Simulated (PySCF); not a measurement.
Au2H4S2Si2, SMILES [Au][S][SiH2][SiH2][S][Au], multiplicity 1.

Coordinates come from a r2SCAN-D4/def2-SVP optimisation. The multiplicity is an assumed one; no other spin state was optimised. The def2 effective core potentials stand for the cores of Au; spin–orbit coupling is left out. The values are those of a single conformer.

Computed with TDA-ωB97X/def2-SVPD (PySCF 2.14.0).

Vertical excitations. Isolated molecule, no solvent. State labels are in the subgroup C2.

**Question.** Give excitation energies, oscillator strengths and character. (Estimate from the structure and the level; the computed values follow.)

**Answer.** 
```csv
state,symmetry,energy (eV),λ (nm),f,main pairs
S1,B,2.63,471,0.000,"HOMO→LUMO 53 %, HOMO−1→LUMO+1 40 %"
S2,A,2.65,468,0.014,"HOMO−1→LUMO 48 %, HOMO→LUMO+1 45 %"
S3,B,3.18,390,0.280,"HOMO−2→LUMO 48 %, HOMO−3→LUMO+1 25 %, HOMO−5→LUMO+1 10 %, HOMO−6→LUMO 9 %"
S4,A,3.31,374,0.000,"HOMO−2→LUMO+1 34 %, HOMO−3→LUMO 34 %, HOMO−6→LUMO+1 10 %, HOMO−5→LUMO 9 %"
S5,B,3.72,333,0.012,"HOMO−9→LUMO+1 34 %, HOMO−10→LUMO 32 %, HOMO−4→LUMO 14 %"
S6,A,3.73,332,0.000,"HOMO−9→LUMO 42 %, HOMO−10→LUMO+1 35 %, HOMO−4→LUMO+1 7 %"
T1,B,2.17,573,0,"HOMO→LUMO 51 %, HOMO−1→LUMO+1 39 %"
T2,A,2.18,569,0,"HOMO−1→LUMO 46 %, HOMO→LUMO+1 43 %"
```
Triplets are in the Tamm–Dancoff approximation.
